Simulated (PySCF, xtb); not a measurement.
C4H7F, SMILES CC1(F)CC1.

Harmonic wavenumbers (cm⁻¹) from GFN2-xTB (xtb) at its own minimum, in rising order: 154, 299, 330, 387, 439, 731, 793, 892, 912, 951, 965, 1053, 1066, 1106, 1109, 1143, 1238, 1376, 1404, 1419, 1469, 1477, 1490, 3023, 3031, 3060, 3097, 3098, 3107, 3123.

**Question.** What does PBE0-D3(BJ)/def2-SVP (PySCF) give at its own minimum? (An estimate is asked for; the answer gives what the named calculation found.)

**Answer.** 228, 313, 342, 406, 464, 724, 768, 858, 931, 948, 966, 1026, 1068, 1078, 1134, 1175, 1314, 1354, 1415, 1421, 1447, 1466, 1524, 3062, 3153, 3156, 3156, 3175, 3253, 3262. Paired by order, the mean absolute difference is 40 cm⁻¹ and the zero-point energies are 62.5 and 63.7 kcal/mol.
